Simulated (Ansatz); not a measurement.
A structure relaxed at PBE0-D4/def2-TZVP, charge 0, multiplicity 1:

```xyz
12

O    -0.3505    2.8918    1.4620
Si   -0.6157    1.2551    1.4749
B     0.1990    0.3026   -0.1263
O    -0.1573   -0.9772   -0.3665
Si    0.2935   -2.0676   -1.5352
H     0.5457    3.1881    1.3012
H    -0.0680    0.6356    2.7234
H    -2.0941    1.1011    1.5148
H     1.0045    0.8248   -0.8656
H     0.8824   -3.2442   -0.8542
H     1.2845   -1.4443   -2.4490
H    -0.9240   -2.4657   -2.2794
```

Q: Give its formula and SMILES.

A: BH7O2Si2, `O[SiH2]BO[SiH3]`.

Q: Summarise the bond lengths by kind.

A: 2 × O–Si 1.658 to 1.661 Å; 1 × H–O 0.958 Å; 1 × B–Si 2.033 Å; 5 × H–Si 1.481 to 1.498 Å; 1 × B–O 1.350 Å; 1 × B–H 1.212 Å.

Computed with Ansatz.
